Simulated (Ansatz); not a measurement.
Reaction (formal loss of a carbene): `BN(B)C` → `BNB` + `[CH2]` (triplet)

Gas-phase electronic energies from Ansatz, PBE0-D4/def2-TZVP geometries. CBS: MP2 limit from def2 TZ/QZ plus the TZ coupled-cluster correction, frozen cores. This one scheme is used for every species. Triplets are unrestricted, without spin–orbit coupling.

```tsv
species	MP2/def2-SVP energy (Eh)
`BN(B)C`	-146.18040
`BNB`	-107.04458
`[CH2]` (triplet)	-38.98668
```

**Question.** Work out ΔE.

**Answer.** ΔE = (-107.04458) + (-38.98668) − (-146.18040) = 0.14914 Eh = +391.6 kJ/mol. CCSD(T)/CBS gives +400.4 kJ/mol.

Largest T1 diagnostic among the species: 0.011.

In def2-TZVPP, CCSD(T) changes the Hartree–Fock value by +140.3 kJ/mol (the triples alone add +12.1 kJ/mol) and MP2 by +151.7 kJ/mol. From r2SCAN to r2SCAN0 (25 % exact exchange), in def2-TZVPP and without D4, ΔE moves by −4.9 kJ/mol. At CCSD(T), def2-SVP lies −15.3 kJ/mol from the extrapolated value and def2-TZVPP −10.4 kJ/mol.
